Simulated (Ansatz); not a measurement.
Reaction (atomization): `[OH][GeH]([F])[GeH3]` → F• + 2 Ge• + 5 H• + O•

Program: Ansatz. Geometries: PBE0-D4/def2-TZVP. ΔE: electronic, gas phase. CBS: MP2 limit from def2 TZ/QZ plus the TZ coupled-cluster correction, frozen cores. This one scheme is used for every species, atoms too. Functionals use def2-TZVPP. B3LYP here is the variant with VWN-RPA as its local correlation; programs differ in this. Open shells (•) are unrestricted, without spin–orbit coupling. Spin–orbit coupling would lower the free atoms: a little for F, O; clearly for Ge. Bonds to Ge are less sure, by a few kJ/mol each and by 10 to 20 or more in all where they break to atoms, as the def2 sets lack core-valence functions. Scalar relativity is left out up to krypton. Each species was taken in one conformer, which may not be the lowest.

| level | ΔE (kcal/mol) | difference from CCSD(T)/CBS |
| --- | --- | --- |
| PBE-D4 | 653.6 | -5.0 |
| revPBE-D4 | 635.5 | -23.1 |
| BLYP-D4 | 645.4 | -13.2 |
| BHLYP-D4 | 627.3 | -31.3 |
| ωB97X-V | 657.8 | -0.8 |
| PBE | 649.6 | -9.0 |
| revPBE | 624.9 | -33.7 |
| B3LYP | 639.6 | -19.0 |
| BHLYP | 621.8 | -36.8 |
| CAM-B3LYP | 649.7 | -8.9 |
| HF/def2-TZVPP | 458.1 | -200.5 |
| SCS-MP2/def2-TZVPP | 648.3 | -10.3 |
| HF/def2-QZVPP | 459.1 | -199.5 |
| MP2/def2-QZVPP | 659.2 | 0.6 |
| MP2/CBS(def2) | 665.0 | 6.4 |
| CCSD/CBS(def2) | 648.9 | -9.7 |
| CCSD(T)/CBS | 658.6 | 0 |

Largest T1 diagnostic among the species: 0.012.

From r2SCAN to r2SCAN0 (25 % exact exchange), in def2-TZVPP and without D4, ΔE moves by −14.4 kcal/mol: exact exchange takes away binding that semilocal exchange gives to molecules. At CCSD(T), def2-SVP lies −52.1 kcal/mol from the extrapolated value and def2-TZVPP −14.3 kcal/mol: correlation converges slowly with the basis, and small sets miss more of it in the bonded molecule than in its fragments.

For atomizations the MP2-based limit and the directly extrapolated one differ by several kJ/mol either way, and by 10 to 25 for some Ge, Se and Sn compounds, so smaller differences from it don't rank the levels.
